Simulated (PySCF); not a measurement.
Se(Cl)(NH2) (ClH2NSe), SMILES [Se](N)Cl. Geometry optimised at B3LYP-D3(BJ)/def2-TZVP. Other conformers were not sampled.

PySCF with TDA-B3LYP/def2-SVPD puts the lowest singlet excitations at 3.10, 4.71, 5.10, 5.66, 5.90, 5.98 eV.

Problem. What are the lowest excitation roots from ADC(2)/aug-cc-pVDZ (PySCF)? (Estimate from the structure and the level; the computed values follow.)

Solution. 3.45, 4.99, 5.38, 5.99, 6.02, 6.29 eV. S1 differs by 0.35 eV (second minus first; roots are paired by order, and the bases may differ).
